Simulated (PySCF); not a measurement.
CH₆GeO₃, SMILES [CH3][Ge]([OH])([OH])[OH]. Geometry optimised at PBE0-D3(BJ)/def2-SVP. One conformer was computed; it need not be the lowest.

Computed equilibrium geometry at PBE0-D3(BJ)/def2-SVP (PySCF confirms it by a frequency run) as a Z-matrix, and its point group (one conformer of several):
point group C3.
```
Ge
O 1 1.7738
H 2 0.9640 1 110.65
O 1 1.7738 2 107.08 3 -109.19
H 4 0.9640 1 110.65 2 5.39
O 1 1.7738 2 107.08 3 5.39
H 6 0.9640 1 110.65 2 -109.19
C 1 1.9183 2 111.77 3 128.10
H 8 1.0986 1 109.70 2 161.15
H 8 1.0986 9 109.24 1 -120.28
H 8 1.0986 9 109.24 10 -119.45
```
Charge 0, spin multiplicity 1.
